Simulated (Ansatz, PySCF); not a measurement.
Members of the series B-XY, Y = methyl; each row names its spin state. All species are isolated molecules in the gas phase. One relaxed conformer stands for each flexible species; it need not be the lowest. Strings in code marks are SMILES.

Quantity: adiabatic spin-state energy, in eV. Levels without diffuse functions put anions too high.

Level 1: B3LYP-D3(BJ)/def2-TZVPD (PySCF)
Level 2: LDA/aug-cc-pVTZ // B3LYP-D3(BJ)/def2-TZVPD (Ansatz, a quantum-chemistry and plane-wave program)
Level 3: r2SCAN0/aug-cc-pVTZ // B3LYP-D3(BJ)/def2-TZVPD (Ansatz)
Level 4: B3LYP/6-31G* // B3LYP-D3(BJ)/def2-TZVPD (PySCF)

```
species                                          level 1  level 2  level 3  level 4
-----------------------------------------------  -------  -------  -------  -------
`C[B-]F`: multiplicity 3 minus multiplicity 1       1.20     0.93     0.66     0.79
`C[B-]Cl`: multiplicity 3 minus multiplicity 1      0.82     0.76    0.385     0.48
`C#C[B-]C`: multiplicity 3 minus multiplicity 1    0.041    0.059   -0.323   -0.122
`C[B-]N`: multiplicity 3 minus multiplicity 1       0.91     0.60    0.140     2.08
`C[B-]C`: multiplicity 3 minus multiplicity 1       0.66     0.54    0.217    0.065
`B[B-]C`: multiplicity 3 minus multiplicity 1       0.72     0.94     0.51     0.69
`C[B-]O`: multiplicity 3 minus multiplicity 1       1.01     0.80    0.294     1.78
`C=C[B-]C`: multiplicity 3 minus multiplicity 1    0.046    0.101   -0.299   -0.288
```
